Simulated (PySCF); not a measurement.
Computed shifts of a molecule CH8AlNO2Si, PBE/pcSseg-1 (PySCF), GIAO, gas phase, equivalent atoms averaged, in ppm (number of nuclei): ²⁹Si: -50.9 (1). ¹⁵N: 21.1 (1). ¹³C: 38.4 (1). ¹H: 5.00 (3), 3.23 (3), 1.54 (1), 1.28 (1). References: ²⁹Si against TMS (σ = 335.4 ppm); ¹⁵N against NH3 (σ = 267.0 ppm); ¹³C against TMS (σ = 182.0 ppm); ¹⁷O against H2O (σ = 334.3 ppm); ¹H against TMS (σ = 31.49 ppm), references at their B3LYP-D3(BJ)/def2-TZVP geometries, non-relativistic. Coordinates come from a PBE0-D3(BJ)/def2-SVP optimisation. One conformer was computed; it need not be the lowest.

Task: Pick the molecule that these values belong to.
A) C[SiH2][NH][Al]([OH])[OH]
B) N[SiH2][CH2][Al]([OH])[OH]
C) C[N]([SiH3])[Al]([OH])[OH]

Result: C, C[N]([SiH3])[Al]([OH])[OH]
